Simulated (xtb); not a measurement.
Sn(H)3(OEt) (C₂H₈OSn), SMILES CC[O][SnH3]. All values are semi-empirical tight-binding results from xtb (GFN2-xTB unless named), good for trends rather than for accurate numbers. Coordinates come from a GFN2-xTB optimisation. The structure was generated by enumeration; whether it is a known compound was not checked. Other conformers were not sampled.

For metal compounds this method's bond lengths and energies can be far off.

| Quantity | Value |
|---|---|
| orbital gap | 5.98 eV |
| zero-point energy | 54.1 kcal/mol |
| G − E(el) at 298.15 K (modified RRHO) | 33.9 kcal/mol |
